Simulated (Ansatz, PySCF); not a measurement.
CH12N2Si3, SMILES N[SiH](N)C[SiH2][SiH3].

The structure is a stationary point at PBE0-D3(BJ)/def2-SVP. This is a generated structure with no PubChem entry under its InChIKey; it may be hypothetical. Other conformers were not sampled.

Vertical ionisation energy (IE) and electron affinity (EA) in eV. Rows of orbital energies are one-electron estimates. Where ΔSCF, EOM or ADC give a negative EA the extra electron is unbound and the value depends on the basis.

| level | IE | EA |
|---|---|---|
| −ε(HOMO), −ε(LUMO), r2SCAN/def2-TZVP (PySCF) | ? | ? |
| −ε(HOMO), −ε(LUMO), PBE/def2-TZVP (PySCF) | 5.81 | 0.56 |
| ΔSCF, CAM-B3LYP/def2-SVPD (Ansatz), final states of multiplicity 2 and 2 | 9.27 | -1.53 |
| ΔSCF, PBE/def2-SVPD (Ansatz), final states of multiplicity 2 and 2 | 8.44 | -1.09 |

Task: Fill in the missing entries. (The exact figures need the calculation; the answer reports its results.)

Result: 
- −ε(HOMO), −ε(LUMO), r2SCAN/def2-TZVP (PySCF), IE: 6.10
- −ε(HOMO), −ε(LUMO), r2SCAN/def2-TZVP (PySCF), EA: 0.27

Task: What vertical singlet–triplet gap does ΔSCF give with CAM-B3LYP/def2-SVPD (Ansatz, a first-principles code) and with PBE/def2-SVPD (Ansatz)? (The exact figures need the calculation; the answer reports its results.)

Result: 6.48 and 5.56 eV (triplet above singlet where positive).
